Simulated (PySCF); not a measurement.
# Static response to an electric field

C₅H₅ClF₂.
Geometry (GFN2-xTB, Å), atoms numbered from 1 in this order:
```
atom  x, y, z in Å
C1     2.3868   -0.7200    0.5255
C2     1.4812    0.0606    0.5018
C3     0.3754    0.9936    0.4418
C4    -0.6765    0.5421   -0.5707
F5    -1.6968    1.4439   -0.5925
F6    -0.1585    0.5805   -1.8358
C7    -1.2279   -0.8659   -0.3526
Cl8   -1.8276   -1.0712    1.3046
H9     3.1918   -1.3911    0.5623
H10   -0.1045    1.0755    1.4199
H11    0.7375    1.9801    0.1392
H12   -0.4285   -1.5879   -0.5206
H13   -2.0567   -1.0397   -1.0406
```

Level: PBE0/def2-SVPD (PySCF), static field, nuclei fixed, core orbitals frozen in the response. The polarisability tensor in these axes (au):

```
x   80.23 -5.87 -1.22
y   -5.87 68.21 -3.57
z   -1.22 -3.57 65.99
```

Question: What are the eigenvalues, a third of the trace, and Δα (Δα² = ½Σ(αi − αj)² over the three pairs)?

Answer: Principal values 62.13, 69.67 and 82.63 au; mean 71.48 au = 10.59 Å³ = 11.78 × 10⁻⁴⁰ C²·m²/J; Δα = 17.95 au (25 % of the mean).

Question: What is the dipole moment, and where does it point?

Answer: (1.09, -0.76, 0.22) D, 1.35 D in size, pointing from the negative to the positive side. Measured along this direction, the outermost atoms are F5 at the negative end and H9 at the positive end.

Question: What molar refraction does this α imply?

Answer: Lorentz–Lorenz: R = (4π/3)N_A α = 2.5225 cm³/(mol·Å³) × 10.59 Å³ = 26.7 cm³/mol, in the limit of long wavelengths.

Question: Sum over states: ᾱ = Σ f/ω², ω in Eh. What share falls to these 6 lowest TDDFT singlets (eV, f)? 6.67, 0.0003; 7.00, 0.0029; 7.09, 0.0012; 7.36, 0.0056; 7.42, 0.0007; 7.60, 0.0023.

Answer: They add up to 0.18 au, 0.3 % of the 71.48 au; the largest single term is 0.08 au, from the state at 7.36 eV. Terms in order: 0.00, 0.04, 0.02, 0.08, 0.01, 0.03 au. Higher excitations give the rest. The strengths listed sum to 0.013.

Question: What depolarisation ratio follows for Rayleigh scattering of linearly polarised light, taking the static tensor?

Answer: ρ = 3Δα²/(45ᾱ² + 4Δα²) = 967.1/(229903 + 1289.5) = 0.00418.

Question: What are the principal values of the traceless quadrupole moment, Θ = ½Σq(3rr − r²1), about the centre of nuclear charge?

Answer: -8.33, 2.50, 5.83 D·Å. The values depend on the origin, since the dipole doesn't vanish. The electronic extent ⟨r²⟩ about the same centre is 1129 bohr², a root-mean-square distance of 2.13 Å for the 70 electrons.

Isolated species at its GFN2-xTB geometry (one conformer only).
